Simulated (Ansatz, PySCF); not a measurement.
Species: chloro selenohypochlorite, SeCl2, charge 0, multiplicity 1. SMILES: [Se](Cl)Cl
Structure (B3LYP-D3(BJ)/def2-TZVP (Ansatz, a quantum-chemistry and plane-wave program) minimum search):
```
Se
Cl 1 2.1758
Cl 1 2.1758 2 101.74
```

Quantity: vertical triplet-singlet gap (E(triplet) - E(singlet); each state is the SCF solution reached for its spin; for the triplet the Hartree-Fock reference is unstable and T1 is 0.025), in kJ/mol. Correlated levels leave the core frozen unless marked. UHF or UKS for open shells. Spin-orbit coupling is left out. The frozen core is the preceding noble-gas configuration, with the filled d and f shells of earlier blocks. Non-relativistic. CBS(X,Y): correlation extrapolated as X^-3; Hartree-Fock from the larger set.

```
level                                program  vertical triplet-singlet gap (kJ/mol)
-----------------------------------  -------  -------------------------------------
HF/def2-QZVPPD                        Ansatz                                  201.3
RI-HF/def2-TZVPPD                     Ansatz                                  200.3
SVWN5/def2-TZVPD                      Ansatz                                  182.9
PBE/def2-TZVPD                        Ansatz                                  178.7
r2SCAN/def2-TZVPD                     Ansatz                                  179.5
B3LYP/def2-TZVPD                      Ansatz                                  193.6
PBE0/def2-TZVPD                       Ansatz                                  193.7
BHLYP/def2-TZVPD                      Ansatz                                  207.3
M06-2X/def2-TZVPD                      PySCF                                  213.5
CAM-B3LYP/def2-TZVPD                  Ansatz                                  204.9
wB97M-V/def2-TZVPD                    Ansatz                                  217.8
wB97X-V/def2-TZVPD                    Ansatz                                  220.0
B2PLYP/def2-TZVPD                     Ansatz                                  202.6
RI-MP2/def2-TZVPPD                    Ansatz                                  223.0
RI-MP2/def2-QZVPPD                    Ansatz                                  226.4
RI-MP2/CBS(def2-TZVPPD,def2-QZVPPD)   Ansatz                                  228.2
CCSD/def2-SVPD                        Ansatz                                  211.9
CCSD/def2-TZVPPD                      Ansatz                                  223.0
CCSD(T)/def2-SVPD                     Ansatz                                  207.4
CCSD(T)/def2-TZVPPD                   Ansatz                                  217.9
```
